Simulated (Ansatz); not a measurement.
Consider the substitution at a C–B bond: `C/N=C\B1C[SiH2]1` + HBr → `C/N=C\Br` + `B1C[SiH2]1`.

Calculated with Ansatz (gas phase, PBE0-D4/def2-TZVP geometries, no zero-point term in ΔE). CCSD(T)/CBS is the MP2 limit (def2-TZVPP, def2-QZVPP) plus CCSD(T) − MP2 in def2-TZVPP, frozen cores. Double bonds are as drawn, so ΔE can hold a change between cis and trans. Functionals use def2-TZVPP. B3LYP here is the variant with VWN-RPA as its local correlation; programs differ in this. For Br outer-core shells are correlated without core-valence functions, which leaves a few kJ/mol of doubt a bond. Scalar relativity is left out up to krypton. Each species was taken in one conformer, which may not be the lowest.

`C/N=C\B1C[SiH2]1`:

Cartesian coordinates in Å:
```
C 1.747 1.698 0.090
N 0.386 2.167 0.043
C -0.528 1.286 0.043
B -0.373 -0.258 0.070
C -1.058 -1.336 0.863
Si -0.743 -1.784 -1.039
H 2.329 2.195 -0.691
H 1.848 0.606 -0.031
H 2.193 1.980 1.048
H -1.558 1.670 0.026
H -1.903 -1.146 1.521
H -0.524 -2.243 1.159
H -1.795 -1.761 -2.088
H -0.021 -3.074 -1.013
```

HBr:

Cartesian coordinates in Å:
```
Br 0.257 -0.662 0.003
H -0.257 0.662 -0.003
```

`C/N=C\Br`:

```xyz
8

C     0.034    0.812    0.710
N     0.734   -0.289    0.119
C     0.273   -1.038   -0.749
Br   -1.496   -0.944   -1.550
H    -0.009    0.657    1.790
H    -0.979    0.944    0.318
H     0.613    1.723    0.540
H     0.829   -1.865   -1.178
```

`B1C[SiH2]1`:

Z-matrix (Å, degrees):
```
C
Si 1 2.033
B 1 1.486 2 63.3
H 1 1.088 2 139.0 3 -110.8
H 1 1.093 2 86.3 3 131.3
H 2 1.480 1 102.1 3 -130.0
H 2 1.487 1 125.0 3 104.0
H 3 1.187 1 132.1 2 -141.0
```

| level | ΔE (kJ/mol) | difference from CCSD(T)/CBS |
| --- | --- | --- |
| PBE-D4 | 17.6 | -8.9 |
| r2SCAN-D4 | 19.8 | -6.7 |
| PBE0-D4 | 25.9 | -0.6 |
| B3LYP-D4 | 21.5 | -5.0 |
| ωB97X-V | 28.2 | 1.7 |
| ωB97M-V | 27.5 | 1.0 |
| B2PLYP | 19.3 | -7.2 |
| PBE | 14.7 | -11.8 |
| r2SCAN | 18.3 | -8.2 |
| PBE0 | 23.0 | -3.5 |
| B3LYP | 17.7 | -8.8 |
| HF/def2-TZVPP | 32.3 | 5.8 |
| MP2/def2-TZVPP | 23.0 | -3.5 |
| SCS-MP2/def2-TZVPP | 23.5 | -3.0 |
| CCSD/def2-TZVPP | 30.3 | 3.8 |
| CCSD(T)/def2-TZVPP | 27.2 | 0.7 |
| HF/def2-QZVPP | 32.9 | 6.4 |
| MP2/def2-QZVPP | 22.9 | -3.6 |
| SCS-MP2/def2-QZVPP | 23.6 | -2.9 |
| HF/CBS(def2) | 33.0 | 6.5 |
| MP2/CBS(def2) | 22.4 | -4.1 |
| CCSD/CBS(def2) | 29.7 | 3.2 |
| CCSD(T)/CBS | 26.5 | 0 |

Largest T1 diagnostic among the species: 0.014.

From PBE to PBE0 (25 % exact exchange), in def2-TZVPP and without D4, ΔE moves by +8.3 kJ/mol. The D4 term adds +3.8 kJ/mol with B3LYP and +2.8 kJ/mol with PBE0; it sums over pairs of atoms, weighted by their polarisabilities, and B3LYP, whose exchange is more repulsive, gets the larger term.
